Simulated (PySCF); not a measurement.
Relaxation of quartet RuF₂⁺

These are results of UPBE0 in PySCF with Ru def2-TZVP with ECP28, F def2-TZVP; scalar-relativistic core potentials, no spin–orbit coupling; density-fitted integrals, not measurements. A (50,194) grid was used.

A hand-made linear start, of D∞h symmetry, held to at least that symmetry:

Coordinates in bohr (charge 1 multiplicity 4):
```
Ru    0.0000    0.0000    0.0000
F     0.0000    0.0000    3.5002
F     0.0000    0.0000   -3.5002
```

At each step, columns x, y, z (Å) and Fx, Fy, Fz (eV/Å):

```
step 0  E − E(last) = 14.03 kJ/mol
Ru   0.000   0.000   0.000   0.000   0.000   0.000
F    0.000   0.000   1.852   0.000   0.000  -2.116
F    0.000   0.000  -1.852   0.000   0.000   2.116
step 1  E − E(last) = 1.20 kJ/mol
Ru   0.000   0.000   0.000   0.000   0.000   0.000
F    0.000   0.000   1.770   0.000   0.000   0.730
F    0.000   0.000  -1.770   0.000   0.000  -0.730
step 2  E − E(last) = 0.05 kJ/mol
Ru   0.000   0.000   0.000   0.000   0.000   0.000
F    0.000   0.000   1.791   0.000   0.000  -0.135
F    0.000   0.000  -1.791   0.000   0.000   0.135
step 3  E − E(last) = 0.00 kJ/mol
Ru   0.000   0.000   0.000   0.000   0.000   0.000
F    0.000   0.000   1.788   0.000   0.000  -0.007
F    0.000   0.000  -1.788   0.000   0.000   0.007
step 4  E − E(last) = 0.00 kJ/mol
Ru   0.000   0.000   0.000   0.000   0.000   0.000
F    0.000   0.000   1.788   0.000   0.000   0.000
F    0.000   0.000  -1.788   0.000   0.000   0.000
```

It ends at D∞h with Ru–F 1.788 Å (×2); F–Ru–F 180.0°. A frequency run shows a minimum. Other isomers or separated fragments may lie lower.

With open d or f shells other occupations or spin states may lie lower.
